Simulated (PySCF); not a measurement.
C4H5Cl2F. Atoms are numbered in the order given.

```xyz
12

C     -2.3949     0.1236    -0.8036
C     -1.4997    -0.5716    -0.1018
F     -1.7232    -0.8513     1.1940
C     -0.1972    -1.1211    -0.5919
C      1.0346    -0.2665    -0.3025
Cl     1.2672    -0.0062     1.4525
Cl     0.9504     1.2987    -1.1755
H     -2.2039     0.3554    -1.8517
H     -3.3120     0.4818    -0.3315
H     -0.0310    -2.1073    -0.1258
H     -0.2430    -1.2616    -1.6830
H      1.9437    -0.7648    -0.6634
```

Coordinates come from a r2SCAN-D4/def2-SVP optimisation. This is a generated structure with no PubChem entry under its InChIKey; it may be hypothetical. One conformer was computed; it need not be the lowest.

Vertical ionisation energy (IE) and electron affinity (EA) in eV. Rows of orbital energies are one-electron estimates. Where ΔSCF, EOM or ADC give a negative EA the extra electron is unbound and the value depends on the basis.

```json
[
 {"level": "−ε(HOMO), −ε(LUMO), PBE0/def2-TZVP (PySCF)", "IE": "7.59", "EA": "0.27"},
 {"level": "−ε(HOMO), −ε(LUMO), PBE/def2-TZVP (PySCF)", "IE": "6.35", "EA": "1.32"}
]
```
